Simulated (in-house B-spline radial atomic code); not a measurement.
A fraction x of an electron is removed from 3d in As⁵⁺, starting from [Ar] 3d10 and keeping the highest spin. Computed with an all-electron radial atomic-structure program (B-spline basis): scalar-relativistic (X2C) BHandHLYP, spin-polarised, spherical fractional occupations, Fermi nucleus of rms radius 4.0968 fm.

Caution: exact exchange at fractional occupations of open shells leaves self-interaction of up to several eV.

```
   x  E(x) - E(0) (eV)  3d down level (eV)
   0            0.0000            -115.828
0.09           10.5234            -118.027
0.23           27.2881            -121.474
0.34           40.8003            -124.205
0.45           54.6140            -126.956
 0.5           60.9932            -128.213
0.61           75.2492            -130.991
 0.7           87.1413            -133.279
0.78           97.8854            -135.324
0.92          117.0825            -138.926
   1          128.2793            -140.998
```

The exact functional would give a straight line between the two integer points. Deviations E(x) - E(0) - x[E(1) - E(0)], in eV: -1.022 at x = 0.09, -2.216 at x = 0.23, -2.815 at x = 0.34, -3.112 at x = 0.45, -3.146 at x = 0.5, -3.001 at x = 0.61, -2.654 at x = 0.7, -2.172 at x = 0.78, -0.934 at x = 0.92.

The curve lies below the straight line by up to 3.146 eV (at x = 0.5): convex, the delocalisation error, to which spherically averaged exact exchange adds.

Problem. How well does Slater's transition state (minus the level at half occupation) give the ionisation energy?

Solution. It gives 128.213 eV against 128.279 eV from the two total energies; NIST lists 121.19 eV, ground level to ground level. The end point has an open shell averaged over its orbitals, so its exact exchange keeps a self-interaction and this is no true integer point.
